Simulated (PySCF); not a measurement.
An unknown gives this computed stick spectrum. Method used: PySCF 2.14.0, density-fitted response routines, TDDFT PBE0/def2-SVPD, vertical, gas phase, core orbitals frozen in the response. Geometries: GFN2-xTB, one conformer each.

| state | λ (nm) | f |
| --- | --- | --- |
| S1 | 338.0 | 0.0002 |
| S2 | 209.8 | 0.253 |
| S3 | 192.3 | 0.0043 |
| S4 | 187.0 | 0.013 |
| S5 | 185.2 | 0.023 |
| S6 | 173.8 | 0.0016 |

Problem. Which structure fits? All have the formula C7H7NO.
A. `NC(=O)C1=C[C@@H]2[C@@H]3[C@H]1[C@H]23`
B. `C=Cc1cnccc1O`
C. `O=C1C=CC[C@@H](C#N)C1`
D. `C=C1C=CC=C1NC=O`
E. `C=Nc1ccc(O)cc1`

Solution. C. Its S1 lies at 3.67 eV; the nearest of the others has S1 at 4.06 eV. S1 is HOMO→LUMO (97%). Löwdin shares by element: HOMO oxygen 61%, carbon 31% or more; LUMO carbon 61% or more, oxygen 22% (atoms not listed hold the other 17%). At the same level the other candidates give, for their lowest levels:
- `C=C1C=CC=C1NC=O`: 455 nm (f 0.032); 277 nm (f 0.000); 239 nm (f 0.200); 238 nm (f 0.001); 221 nm (f 0.312); T1 1.79 eV; HOMO -5.99, LUMO -2.21 eV
- `C=Cc1cnccc1O`: 268 nm (f 0.002); 252 nm (f 0.121); 237 nm (f 0.022); 234 nm (f 0.176); 208 nm (f 0.115); T1 3.42 eV; HOMO -7.03, LUMO -1.32 eV
- `NC(=O)C1=C[C@@H]2[C@@H]3[C@H]1[C@H]23`: 271 nm (f 0.002); 257 nm (f 0.122); 227 nm (f 0.000); 214 nm (f 0.059); 197 nm (f 0.006); T1 3.04 eV; HOMO -6.73, LUMO -1.11 eV
- `C=Nc1ccc(O)cc1`: 305 nm (f 0.122); 261 nm (f 0.025); 235 nm (f 0.139); 220 nm (f 0.004); 217 nm (f 0.076); T1 3.09 eV; HOMO -6.18, LUMO -1.06 eV
Triplets come from the Tamm–Dancoff approximation.
